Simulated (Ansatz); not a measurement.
Calculated with Ansatz (gas phase, PBE0-D4/def2-TZVP geometries, no zero-point term in ΔE). CBS: MP2 limit from def2 TZ/QZ plus the TZ coupled-cluster correction, frozen cores. DFT in def2-TZVPP. Each species was taken in one conformer, which may not be the lowest.

Reaction (isomerisation): `F[SiH2]N[SiH2][SiH3]` → `F[SiH2]N([SiH3])[SiH3]`

```
                 species  r2SCAN energy (Eh)
  `F[SiH2]N[SiH2][SiH3]`         -1027.93977
`F[SiH2]N([SiH3])[SiH3]`         -1027.95807
```

Q: Work out ΔE.

A: ΔE = (-1027.95807) − (-1027.93977) = -0.01830 Eh = -48.0 kJ/mol. CCSD(T)/CBS gives -57.2 kJ/mol.

Largest T1 diagnostic among the species: 0.012.

From PBE to PBE0 (25 % exact exchange), in def2-TZVPP and without D4, ΔE moves by −7.4 kJ/mol. The D4 term adds −6.8 kJ/mol with B3LYP and −3.4 kJ/mol with PBE0; it sums over pairs of atoms, weighted by their polarisabilities, and B3LYP, whose exchange is more repulsive, gets the larger term.

B3LYP here is the variant with VWN-RPA as its local correlation; programs differ in this.
